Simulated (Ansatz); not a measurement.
Reaction (formal exchange of groups at a C–C bond): `CCOC` + `[ZnH2]` → `CO[CH2][ZnH]` + CH₄

Computed with Ansatz on PBE0-D4/def2-TZVP structures; ΔE is electronic, products minus reactants. CCSD(T)/CBS is the MP2 limit (def2-TZVPP, def2-QZVPP) plus CCSD(T) − MP2 in def2-TZVPP, frozen cores. This one scheme is used for every species. DFT in def2-TZVPP. For Zn outer-core shells are correlated without core-valence functions, which leaves a few kJ/mol of doubt a bond. Scalar relativity is left out up to krypton. Each species was taken in one conformer, which may not be the lowest.

CCSD(T)/CBS gives -7.5 kJ/mol.

Q: Another level gave -2.5 kJ/mol. Which?
A. CAM-B3LYP/def2-TZVPP
B. B97M-V/def2-TZVPP
C. PBE-D4/def2-TZVPP
D. HF/def2-TZVPP

A: A. CAM-B3LYP -2.5, PBE-D4 -8.5, HF/def2-TZVPP 12.3, B97M-V 4.4 kJ/mol.

Largest T1 diagnostic among the species: 0.016.

Leaving LDA and LC-ωPBE aside and taking each functional with its dispersion term where it has one, the values, not all of them listed here, spread over 15.0 kJ/mol, from BLYP-D4 to B97M-V. LDA lies +7.3 kJ/mol from PBE without D4. From BLYP to BHLYP (50 % exact exchange), in def2-TZVPP and without D4, ΔE moves by +13.0 kJ/mol.
